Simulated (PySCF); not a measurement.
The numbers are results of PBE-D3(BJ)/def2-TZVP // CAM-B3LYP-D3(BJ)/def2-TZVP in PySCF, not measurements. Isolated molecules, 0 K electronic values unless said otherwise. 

Reference species (SMILES): `[SiH3]Cl` (neutral, multiplicity 1).

The HOMO is -7.65 eV. The LUMO is -0.97 eV and the S1 oscillator strength comes out as 0.008. The dipole moment is 1.19 D.

Changed species: `[SiH](Cl)(Cl)Cl` (1 of 4 Cl replaced by H; the reference has 3 of 4 Cl replaced by H).

Question: Predict the effect on the HOMO, LUMO, S1 oscillator strength and dipole moment.

Answer: the HOMO decreases by 0.31 eV, to -7.96 eV; the LUMO decreases by 0.10 eV, to -1.07 eV; the S1 oscillator strength is nearly the same; the dipole moment drops by 0.49 D, to 0.70 D.
